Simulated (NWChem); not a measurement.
C$_{5}$H$_{5}$N; SMILES C=C1N=CC=C1

```xyz
11

C      0.0180    -2.0662     0.0000
C      0.0165    -0.7223     0.0000
C      1.1723     0.1863     0.0000
C      0.6611     1.4395     0.0000
C     -0.8009     1.2741     0.0000
N     -1.1873     0.0327     0.0000
H      0.9435    -2.6339     0.0000
H     -0.9187    -2.6140     0.0000
H      2.2113    -0.1186     0.0000
H      1.1958     2.3816     0.0000
H     -1.5228     2.0876     0.0000
```
Atoms are numbered in this order, from 1.

Computed with NWChem. Pople sets run with spherical d functions. All runs use the structure optimised with B3LYP/6-31G* (spherical d).

Q: Predict the results for BP86/6-31G*. Quantities: highest occupied level (eV); orbital gap (eV); dipole (D).

A: 
```json
{
  "highest occupied level (eV)": "-6.02",
  "orbital gap (eV)": "3.10",
  "dipole (D)": "1.89"
}
```
